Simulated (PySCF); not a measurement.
Relaxation of quartet IrH₆

All numbers come from UPBE0/[Ir def2-TZVP with ECP60, H def2-TZVP], scalar-relativistic core potentials, density fitting, no spin–orbit coupling, PySCF. A (50,194) grid was used.

A start displaced from a saddle point along its imaginary mode, of C3v symmetry, held to at least that symmetry:

```xyz
7
charge 0 multiplicity 4, angstrom
Ir    0.0000    0.0000    0.0032
H     1.4748    0.0000    0.7100
H    -0.7374    1.2772    0.7100
H    -0.7374   -1.2773    0.7100
H     1.3459    0.0000   -0.9125
H    -0.6730    1.1656   -0.9125
H    -0.6729   -1.1656   -0.9125
```

Optimiser trace:
```json
{"step": "0", "E − E(last) (kJ/mol)": "53.23", "largest gradient (Eh/bohr)": "0.03755"}
{"step": "1", "E − E(last) (kJ/mol)": "25.65", "largest gradient (Eh/bohr)": "0.01940"}
{"step": "2", "E − E(last) (kJ/mol)": "9.59", "largest gradient (Eh/bohr)": "0.04316"}
{"step": "3", "E − E(last) (kJ/mol)": "2.58", "largest gradient (Eh/bohr)": "0.01488"}
{"step": "4", "E − E(last) (kJ/mol)": "0.86", "largest gradient (Eh/bohr)": "0.00319"}
{"step": "5", "E − E(last) (kJ/mol)": "0.28", "largest gradient (Eh/bohr)": "0.00123"}
{"step": "6", "E − E(last) (kJ/mol)": "0.07", "largest gradient (Eh/bohr)": "0.00067"}
{"step": "7", "E − E(last) (kJ/mol)": "0.01", "largest gradient (Eh/bohr)": "0.00027"}
{"step": "8", "E − E(last) (kJ/mol)": "0.00", "largest gradient (Eh/bohr)": "0.00006"}
```

It ends at C3v with Ir–H 1.596 Å (×3), Ir–H 1.632 Å (×3); H–Ir–H 66.8° (×3), H–Ir–H 70.3° (×3), H–Ir–H 110.5° (×3), H–Ir–H 123.5° (×6). A frequency run shows a minimum.

Final geometry:
Coordinates in bohr (charge 0 multiplicity 4):
```
Ir    0.0000    0.0000    0.0194
H     2.9255    0.0001    0.9938
H    -1.4628    2.5335    0.9938
H    -1.4627   -2.5336    0.9938
H     2.0035    0.0000   -2.2343
H    -1.0018    1.7351   -2.2343
H    -1.0017   -1.7351   -2.2343
```

Open d and f shells are described by one determinant, and the ground state may have another occupation or spin. At this level a doublet minimum of C2v symmetry lies 211 kJ/mol below this structure. Spin–orbit coupling, left out here, can matter for elements this heavy.
